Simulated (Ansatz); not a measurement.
Cs3Br2 (the lowest doublet isomer of a short search), 5 atoms. Hardware: 4 threads of AMD EPYC 7B13 on a shared host.

In the def2 sets Cs takes a core potential; there is no spin–orbit coupling. Correlated methods freeze 18 core orbitals; core or outer-core shells of Cs, Br are correlated, in sets that lack core-valence functions.

(1) How many basis functions does each of these Ansatz runs have, and roughly what does it cost? CCSD(T)/def2-SVP, charge 0 doublet, energy, from earlier orbitals; PBE0-D4/def2-TZVP, charge 0 doublet, energy, from earlier orbitals; PBE-D4/def2-SVP, charge 0 doublet, energy, from earlier orbitals; PBE-D4/def2-SVP, charge 0 doublet, energy with a search over starts; PBE0-D4/def2-SVP, charge 0 doublet, energy, from earlier orbitals; r2SCAN-D4/def2-TZVP, charge 0 doublet, energy, from earlier orbitals; PBE0-D4/def2-SVP, charge 0 doublet, relaxation, 12 steps; PBE-D4/def2-TZVP, charge 0 doublet, energy and forces, from earlier orbitals; B3LYP-D4/def2-TZVP, charge 0 doublet, energy, from earlier orbitals; ωB97M-V/def2-TZVP, charge 0 doublet, energy, from earlier orbitals; revPBE-D4/def2-TZVP, charge 0 doublet, energy, from earlier orbitals; MP2/def2-TZVP, charge 0 doublet, energy, from earlier orbitals.

## Answers

(1) Other jobs shared the machine, so times can vary by a factor of up to 3. A dash marks memory too small to be measured apart from the calling script's.

```tsv
run	functions	fitting or Cholesky vectors	wall time	peak host memory (GiB)
PBE-D4/def2-SVP, charge 0 doublet, energy, from earlier orbitals	136	1452	4.5 s	–
revPBE-D4/def2-TZVP, charge 0 doublet, energy, from earlier orbitals	183	1706	6 s	–
PBE0-D4/def2-SVP, charge 0 doublet, energy, from earlier orbitals	136	1284	6.5 s	0.59
MP2/def2-TZVP, charge 0 doublet, energy, from earlier orbitals	183	1472	6.5 s	0.78
PBE-D4/def2-TZVP, charge 0 doublet, energy and forces, from earlier orbitals	183	1706	7 s	–
B3LYP-D4/def2-TZVP, charge 0 doublet, energy, from earlier orbitals	183	1472	8.5 s	0.84
PBE-D4/def2-SVP, charge 0 doublet, energy with a search over starts	136	1452	8.5 s	–
PBE0-D4/def2-TZVP, charge 0 doublet, energy, from earlier orbitals	183	1472	10 s	0.83
r2SCAN-D4/def2-TZVP, charge 0 doublet, energy, from earlier orbitals	183	1706	15 s	0.64
ωB97M-V/def2-TZVP, charge 0 doublet, energy, from earlier orbitals	183	1472	36 s	1.7
PBE0-D4/def2-SVP, charge 0 doublet, relaxation, 12 steps	136	1393	52 s	0.58
CCSD(T)/def2-SVP, charge 0 doublet, energy, from earlier orbitals	136	1284	2.3 min	3.1
```
